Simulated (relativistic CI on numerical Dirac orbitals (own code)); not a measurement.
# Hyperfine structure of Au XIII, mass number 197

Computed by Dirac-Coulomb-Breit CI, KLI orbitals optimised for each configuration, model QED (radiative potential, 1s self-energy scaled to tabulated hydrogen-like ionisation energies), unscaled Slater integrals (own radial code, finite nucleus).

Configuration list (outside the closed core [Kr] 4d10): 4f14 5s2 5p5, 4f14 5s 5p6, 4f13 5s2 5p6, 4f14 5s2 5p4 5d, 4f14 5s 5p5 5d, 4f14 5s2 5p4 5f, 4f13 5s2 5p5 5d, 4f14 5s2 5p4 5g, 4f14 5s2 5p4 6s, 4f14 5s 5p5 5f, 4f14 5s2 5p4 6p, 4f14 5p5 5d2, 4f13 5p6 5d2, 4f14 5p4 5d3, 4f14 5p4 5d2 5f, 4f13 5p5 5d3. Double excitations out of closed p, d and f shells are left out; levels of such configurations are missing from the list, as are those of other unlisted configurations, and high levels can miss mixing partners. Some configurations lack a partner that the ground configuration has and come out too high, among them 4f14 5s2 5p4 5g, 4f14 5s2 5p4 6s, 4f14 5s2 5p4 6p.

Nuclear spin I = 3/2, μ = 0.1452 μN, Q = 0.547 b (tables of Stone and Pyykkö). The electronic factors are computed for point nuclear moments, without core polarisation or the Bohr-Weisskopf and QED corrections.

```tsv
Level	E (cm⁻¹)	A (MHz)	B (MHz)
4f14 5s2 5p5 2P°_3/2	0	1095	-12300
4f14 5s2 5p5 2P°_1/2	160663	10840	
4f13 5s2 5p6 2F°_7/2	372729	211.5	-2600
4f13 5s2 5p6 2F°_5/2	402590	395.7	-2340
4f14 5s2 5p4 5d 4D_5/2	464642	749.7	-745
4f14 5s2 5p4 5d 2P_1/2	475194	3864	
4f14 5s2 5p4 5d 2F_7/2	491107	593.9	-549
4f14 5s2 5p4 5d 4F_9/2	491723	566.1	4780
```

Levels with J = 0, under 50 % of one LS term, or S terms without an open s electron are left out. Small factors come from cancelling terms and can be off by tens of per cent or more.

At this charge transitions that keep the count of f electrons are usually good to a few per cent. Levels and lines within the n = 5 or 6 shells can be off by up to 10 % or somewhat more, and those that change n by about 2 %, since core polarisation is missing. Levels that differ in their count of f electrons can be misplaced by several ten thousand cm⁻¹, since the correlation energy of f electrons is missing or only estimated; rates across such gaps can be off by orders of magnitude.

Give the hyperfine levels of 4f14 5s2 5p5 2P°_1/2 relative to its centre of gravity.

With K = F(F + 1) − I(I + 1) − J(J + 1), E = AK/2: F = 1: -13550, F = 2: 8132 MHz.

LS names give the leading component of a level, which can be under half, so a name can repeat, a term be missing and a line seem to break the LS rules.
